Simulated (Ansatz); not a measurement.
H$_{8}$N$_{2}$O$_{3}$Si$_{2}$, SMILES `N[SiH](O)[Si](N)(O)O`, relaxed with RKS PBE0-D4/def2-TZVP in Ansatz from a GFN2-xTB geometry. The force threshold is 0.005 eV/Å; the program also tests the step.

Total charge 0; spin multiplicity 1.

Start:

```xyz
15

N     2.093   -1.432    0.420
Si    1.069   -0.396   -0.527
O     0.452   -1.317   -1.735
Si   -0.796    0.527    0.404
N    -1.534    1.870   -0.423
O    -0.293    1.064    1.857
O    -2.014   -0.526    0.715
H     2.609   -0.986    1.161
H     1.674   -2.273    0.788
H     2.049    0.553   -1.087
H     1.035   -1.895   -2.223
H    -1.978    1.692   -1.309
H    -0.983    2.710   -0.502
H    -0.948    1.388    2.470
H    -2.435   -0.978   -0.009
```

| step | energy (eV) | largest force (eV/Å) | largest move (Å) |
| --- | --- | --- | --- |
| 1 | -25000.8203 | 1.416 | 0.000 |
| 2 | -25000.9285 | 0.422 | 0.175 |
| 3 | -25000.9527 | 0.293 | 0.099 |
| 4 | -25000.9681 | 0.160 | 0.049 |
| 5 | -25001.0073 | 0.223 | 0.200 |
| 6 (rejected) | -25000.9261 | 1.092 | 0.200 |
| 7 | -25001.0249 | 0.139 | 0.100 |
| 8 | -25001.0351 | 0.186 | 0.096 |
| 9 | -25001.0415 | 0.328 | 0.145 |
| 10 (rejected) | -25001.0302 | 0.852 | 0.100 |
| 11 | -25001.0513 | 0.161 | 0.050 |
| 13 | -25001.0712 | 0.204 | 0.149 |
| 15 | -25001.0901 | 0.210 | 0.072 |
| 17 | -25001.1121 | 0.252 | 0.195 |
| 19 | -25001.1245 | 0.109 | 0.104 |
| 21 | -25001.1292 | 0.151 | 0.020 |
| 23 | -25001.1314 | 0.435 | 0.011 |
| 25 | -25001.1366 | 0.053 | 0.092 |
| 27 | -25001.1382 | 0.081 | 0.050 |
| 29 | -25001.1389 | 0.015 | 0.017 |
| 31 | -25001.1390 | 0.007 | 0.007 |
| 33 | -25001.1391 | 0.002 | 0.003 |

End:

```xyz
15

N     2.162   -0.719    0.566
Si    0.953   -0.595   -0.632
O     0.220   -2.008   -1.137
Si   -0.915    0.518    0.237
N    -1.211    2.171   -0.068
O    -0.706    0.330    1.862
O    -2.238   -0.234   -0.389
H     3.128   -0.919    0.376
H     1.920   -0.836    1.536
H     1.641   -0.002   -1.816
H     0.749   -2.650   -1.615
H    -1.678    2.451   -0.915
H    -0.596    2.887    0.281
H    -1.377    0.728    2.423
H    -2.052   -1.122   -0.707
```

Hardware: 2 threads of an AMD EPYC 7R13 on a shared host and a share of an NVIDIA H100 80 GB. Wall time 73 s, peak host memory 0.92 GiB.
